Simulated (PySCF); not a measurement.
Point-charge models of `CC(=O)C[C@@H]1C[C@@H]1O[SiH3]` against its computed dipole.

Coordinates (GFN2-xTB, Å) and charges (e) from the PBE0/pcSseg-1 density (PySCF):

| atom | x | y | z | Mulliken | IAO | Hirshfeld | ESP-fitted |
| --- | --- | --- | --- | --- | --- | --- | --- |
| C1 | -2.767 | 1.025 | -0.766 | -0.2597 | -0.4807 | -0.1241 | -0.6035 |
| C2 | -1.934 | -0.226 | -0.889 | +0.1608 | +0.4044 | +0.1771 | +0.7739 |
| O3 | -1.861 | -0.867 | -1.905 | -0.3609 | -0.4158 | -0.2356 | -0.5358 |
| C4 | -1.201 | -0.606 | 0.385 | -0.1825 | -0.3135 | -0.0780 | -0.5300 |
| C5 | 0.012 | -1.456 | 0.096 | -0.2700 | -0.1370 | -0.0467 | +0.0406 |
| C6 | 1.137 | -1.506 | 1.095 | -0.1519 | -0.3227 | -0.1030 | -0.4195 |
| C7 | 1.310 | -0.764 | -0.199 | +0.1345 | +0.0649 | +0.0331 | +0.0393 |
| O8 | 1.323 | 0.616 | -0.174 | -0.6218 | -0.6344 | -0.2070 | -0.3449 |
| Si9 | 2.563 | 1.654 | -0.269 | +0.7043 | +0.8806 | +0.3855 | +0.6014 |
| H10 | -3.306 | 1.038 | 0.178 | +0.1273 | +0.1536 | +0.0511 | +0.1465 |
| H11 | -3.461 | 1.103 | -1.599 | +0.1347 | +0.1634 | +0.0493 | +0.1627 |
| H12 | -2.096 | 1.883 | -0.787 | +0.1487 | +0.1698 | +0.0586 | +0.1653 |
| H13 | -1.906 | -1.158 | 1.015 | +0.1599 | +0.1600 | +0.0522 | +0.1679 |
| H14 | -0.905 | 0.300 | 0.915 | +0.1327 | +0.1517 | +0.0422 | +0.1711 |
| H15 | -0.204 | -2.352 | -0.471 | +0.1327 | +0.1598 | +0.0459 | +0.1048 |
| H16 | 1.034 | -0.906 | 1.986 | +0.1259 | +0.1508 | +0.0465 | +0.1798 |
| H17 | 1.672 | -2.431 | 1.240 | +0.1298 | +0.1521 | +0.0483 | +0.1487 |
| H18 | 1.967 | -1.191 | -0.949 | +0.1148 | +0.1350 | +0.0476 | +0.1125 |
| H19 | 3.306 | 1.481 | -1.519 | -0.1183 | -0.1531 | -0.0810 | -0.1267 |
| H20 | 3.497 | 1.485 | 0.848 | -0.1209 | -0.1567 | -0.0842 | -0.1290 |
| H21 | 1.810 | 2.896 | -0.202 | -0.1199 | -0.1320 | -0.0777 | -0.1252 |

Problem. What dipole does each set of charges give (1 e·Å = 4.803 D), and what does the density give?

Solution. The full density gives (0.62, 0.79, 2.27) D, 2.48 D in size; dipole vectors point from the negative to the positive end.

| scheme | μx | μy | μz | size (D) | share of the full size (%) | angle to the full dipole (°) |
| --- | --- | --- | --- | --- | --- | --- |
| Mulliken | 0.82 | 1.23 | 3.30 | 3.62 | 146 | 2 |
| IAO | 1.49 | 1.45 | 2.49 | 3.25 | 131 | 16 |
| Hirshfeld | 0.40 | 0.81 | 1.41 | 1.67 | 67 | 10 |
| ESP-fitted | 0.65 | 0.82 | 2.32 | 2.54 | 102 | 0 |

Problem. Which set comes closest?

Solution. Length of the difference vector: ESP-fitted 0.06 D, Hirshfeld 0.89 D, IAO 1.12 D, Mulliken 1.14 D. Closest: ESP-fitted. ESP charges are fitted to the potential around the molecule, whose slowest-falling term is the dipole's. The schemes that divide the density aren't constrained to reproduce the dipole.

Problem. What is left for the Hirshfeld atoms' own dipoles?

Solution. The Hirshfeld atoms' densities add up to the full density, so μ = Σ q r + Σ (atomic dipoles). The atomic dipoles sum to (0.62, 0.79, 2.27) − (0.40, 0.81, 1.41) = (0.22, -0.02, 0.86) D, 0.89 D in size.

Problem. With the origin at the mean of the coordinates, (0.000, 0.001, -0.094) Å, which are the largest single terms, by size, of the Mulliken dipole along the direction of the full one?

Solution. O3 +4.15, Si9 +3.40, O8 -1.35, H20 -1.28, H11 -1.22 D; all 21 atoms together +3.62 D. The single terms depend on the origin, their sum doesn't.

Problem. Give the size of the full dipole in other units.

Solution. 2.48 D = 0.976 au = 0.517 e·Å = 8.28 × 10⁻³⁰ C·m.

Geometry: GFN2-xTB, one conformer, isolated molecule.

The values belong to the conformer `[CH3:1][C:2](=[O:3])[CH2:4][C@@H:5]1[CH2:6][C@@H:7]1[O:8][SiH3:9]`: C1–C2–C4–C5 -156°, C2–C4–C5–C6 157°, C6–C7–O8–Si9 103°.
